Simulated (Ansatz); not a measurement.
Stepwise reaction of `[NH2][Hf]([NH2])([NH2])[Cl]` with hydrogen chloride, as a gas-phase model of exchange steps in deposition or etching. ΔE in kJ/mol.

Program: Ansatz. Geometries: PBE0-D4/def2-TZVP. ΔE: electronic, gas phase. CCSD(T)/CBS is the MP2 limit (def2-TZVPP, def2-QZVPP) plus CCSD(T) − MP2 in def2-TZVPP, frozen cores. This one scheme is used for every species. Functionals use def2-TZVPP. B3LYP here is the variant with VWN-RPA as its local correlation; programs differ in this. def2 core potentials past Kr. For Hf outer-core shells are correlated without core-valence functions, which leaves a few kJ/mol of doubt a bond. One conformer a species, not always the lowest.

```tsv
step	reaction	PBE-D4	B3LYP-D4	ωB97M-V	CCSD(T)/CBS
1	`[NH2][Hf]([NH2])([NH2])[Cl]` + HCl → `[NH2][Hf]([NH2])([Cl])[Cl]` + NH₃	-101.3	-102.5	-102.6	-101.3
2	`[NH2][Hf]([NH2])([Cl])[Cl]` + HCl → `[NH2][Hf]([Cl])([Cl])[Cl]` + NH₃	-91.9	-92.7	-92.9	-93.0
3	`[NH2][Hf]([Cl])([Cl])[Cl]` + HCl → `[Cl][Hf]([Cl])([Cl])[Cl]` + NH₃	-85.7	-85.3	-85.0	-86.5
```

(1) By hand: ΔE of the 3 steps together at CCSD(T)/CBS.

Answers

(1) (-101.3) + (-93.0) + (-86.5) = -280.8 kJ/mol, or -93.6 kJ/mol a step.

In ΔE each step is higher than the one before. All are downhill at CCSD(T)/CBS. PBE-D4 differs from CCSD(T)/CBS by 0.0 to 1.1 kJ/mol a step. Only this route is followed, and other bonds may react first. Isolated molecules leave out the surface, adducts and barriers. Largest T1 diagnostic: 0.014.
